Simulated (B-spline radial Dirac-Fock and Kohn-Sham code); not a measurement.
# Dipole and non-dipole photoemission parameters of Ir⁷⁺ 4f5/2

System: the Ir⁷⁺ ion, configuration 1s2 2s2 2p6 3s2 3p6 3d10 4s2 4p6 4d10 4f14 5s2 5p6 5d2; threshold 182.8 eV (orbital energy of the model). These are calculated numbers from an atomic code on a B-spline grid; the model is Dirac-Hartree-Slater photoionisation with a Latter tail; cross sections with all multipoles, angular parameters from the dipole term and its interference with E2.

For linearly polarised light dσ/dΩ = σ/(4π) [1 + β P₂(cos θ) + (δ + γ cos²θ) sin θ cos φ], with θ from the polarisation vector and φ the angle between the beam and the projection of the electron momentum on the plane normal to the polarisation.

```
hν (eV)  σ (kb)      β       γ      δ
    214    2350  0.473  -0.002  0.005
    255    2500  0.322  -0.006  0.010
    304    2380  0.345  -0.007  0.015
    338    2220  0.392  -0.007  0.018
    446    1590  0.551  -0.002  0.025
   1130     192  0.995   0.129  0.065
   1140     187  0.997   0.132  0.066
   1330     119  1.032   0.188  0.076
   1480    85.7  1.049   0.235  0.084
 1486.9    84.4  1.050   0.237  0.084
   1770    48.5  1.065   0.327  0.098
   1940    35.9  1.067   0.380  0.107
   2900    8.95  1.031   0.653  0.151
 2984.4    8.07  1.026   0.674  0.155
   3070    7.28  1.020   0.695  0.159
   4910    1.24  0.905   1.057  0.241
 5414.7   0.845  0.877   1.132  0.263
   6000       ?      ?       ?      ?
   7450   0.233  0.779   1.372  0.348
   9270  0.0936  0.711   1.532  0.421
  10400  0.0574  0.675   1.613  0.464
  12000  0.0309  0.631   1.708  0.523
  13600  0.0179  0.592   1.784  0.579
  15000  0.0116  0.562   1.838  0.626
```

Task: Give the values at 6000 eV.

Result: σ = 0.561 kb, β = 0.846, γ = 1.210, δ = 0.288.
